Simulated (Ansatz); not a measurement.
System: sum formula AlN2H4F, net charge 0, singlet state. SMILES: [NH2][Al]([NH2])[F]
Structure (B3LYP-D3(BJ)/def2-TZVP (Ansatz, a program for electronic structure) minimum search):
```
Al
F 1 1.6569
N 1 1.7617 2 118.11
H 3 1.0068 1 125.59 2 180.00
H 3 1.0072 4 110.45 1 180.00
N 1 1.7617 2 118.11 3 -180.00
H 6 1.0068 1 125.59 2 180.00
H 6 1.0072 7 110.45 1 180.00
```

Wanted: atomisation energy (electronic, to ground-state atoms); the coupled-cluster value holds the core correlation from cc-pwCVTZ, in kcal/mol. Cores are frozen in the correlated levels unless marked. UHF or UKS for open shells. Spin-orbit coupling is left out. No relativistic terms. CBS(X,Y): correlation extrapolated as X^-3; Hartree-Fock from the larger set.

Level to compare with: CCSD(T)/CBS(aug-cc-pV(T+d)Z,aug-cc-pV(Q+d)Z) plus the core term (Ansatz), 701.8 kcal/mol. It is a level with limits of its own, and the differences hold the functionals' basis error too.

Rank these functionals by how close they come to CCSD(T)/CBS(aug-cc-pV(T+d)Z,aug-cc-pV(Q+d)Z), closest first: wB97X/def2-TZVPD (Ansatz); r2SCAN/def2-TZVPD (Ansatz); CAM-B3LYP/def2-TZVPD (Ansatz).

CAM-B3LYP/def2-TZVPD (range-separated hybrid, 700.0 kcal/mol, difference -1.8), wB97X/def2-TZVPD (range-separated hybrid, 695.3 kcal/mol, difference -6.5), r2SCAN/def2-TZVPD (meta-GGA, 691.3 kcal/mol, difference -10.5)
